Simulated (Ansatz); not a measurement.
```xyz
8

Si    0.5664   -1.1889    0.1893
O    -0.0105    0.2833    0.6163
Ge   -0.3796    1.7886   -0.2543
H     2.0519   -1.1713    0.1194
H     0.0376   -1.5979   -1.1421
H     0.1346   -2.1697    1.2155
H    -1.2238    1.4119   -1.5028
H    -1.1766    2.6440    0.7587
```

The species carries charge 0 and has multiplicity 2.

**Question.** List the ωB97M-V/def2-TZVPP orbital energies in eV (Ansatz). (An estimate is asked.)

**Answer.** The calculation gave: α occupied: -10867.11, -1807.31, -1362.89, -1210.66, -1210.61, -1210.60, -526.13, -174.70, -148.31, -124.00, -123.94, -123.87, -102.45, -102.41, -102.41, -36.89, -36.76, -36.72, -36.66, -36.65, -30.13, -19.09, -16.95, -14.12, -13.89, -13.59, -12.05, -11.38, -11.10, -8.35. α empty: 1.48, 2.71, 3.07, 3.15, 3.49, 3.80, 4.25, 5.86. β occupied: -10867.07, -1807.31, -1362.88, -1210.60, -1210.60, -1210.58, -526.06, -174.65, -148.31, -123.92, -123.88, -123.85, -102.45, -102.41, -102.41, -36.83, -36.66, -36.65, -36.60, -36.59, -29.96, -18.75, -16.66, -13.90, -13.71, -13.32, -11.81, -11.15, -10.99. β empty: -1.09, 1.60, 2.78, 3.21, 3.29, 3.50, 3.88, 4.45. ⟨S²⟩ = 0.752.
